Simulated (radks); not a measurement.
Initial-state core-level shifts of the nickel ion Ni+ when its valence configuration changes from [Ar] 3d9. Calculated with a radial shooting solver on a logarithmic mesh with Libxc functionals: scalar-relativistic Kohn-Sham, PBEsol, spin-unpolarised, spherical densities, finite nucleus; Fermi nuclear charge, rms radius 3.7757 fm. Shifts are changes of the shell-averaged eigenvalues in eV (positive: less bound); the change of the density at the nucleus, which sets a Mossbauer isomer shift, is in e/bohr^3, on a base of 1.973e+04.

valence,1s,2p,3s,3p,density at nucleus
3d8 4p1,-7.498,-7.993,-7.545,-7.393,+1.415
3d7 4s2,-13.094,-14.469,-12.891,-12.543,+25.439
3d8 4s1,-5.846,-6.437,-5.888,-5.735,+10.876
3d8 4s0.5 4p0.5,-6.683,-7.226,-6.727,-6.575,+6.233
3d7 4s1 4p1,-14.714,-16.019,-14.504,-14.151,+14.983
3d7.5 4s1 4p0.5,-10.133,-11.049,-10.094,-9.848,+12.771
3d7 4s0.5 4p1.5,-15.493,-16.763,-15.280,-14.925,+9.486
3d8.5 4s0.5,-2.741,-3.013,-2.790,-2.719,+5.030
3d7 4s1.5 4p0.5,-13.915,-15.255,-13.708,-13.358,+20.304
